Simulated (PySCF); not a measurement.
A calculated (UHF, PySCF 2.14, aug-cc-pV(D+d)Z, the non-relativistic Hamiltonian (point nucleus)) atom or ion has these occupied shells.

```json
{"shell": "1s", "electrons": "2", "orbital energy (eV)": "-1895.1", "rms radius, mean of both spins (bohr)": "0.129"}
{"shell": "2s", "electrons": "2", "orbital energy (eV)": "-189.28", "rms radius, mean of both spins (bohr)": "0.613"}
{"shell": "2p", "electrons": "6", "orbital energy (eV)": "-137.47", "rms radius, mean of both spins (bohr)": "0.599"}
{"shell": "3s", "electrons": "2", "orbital energy (eV)": "-32.169", "rms radius, mean of both spins (bohr)": "2.13"}
```

(1) Name the element and its charge.

## Answers

(1) Si²⁺ (silicon, charge +2), in [Ne] 3s2, closed-shell 1S.
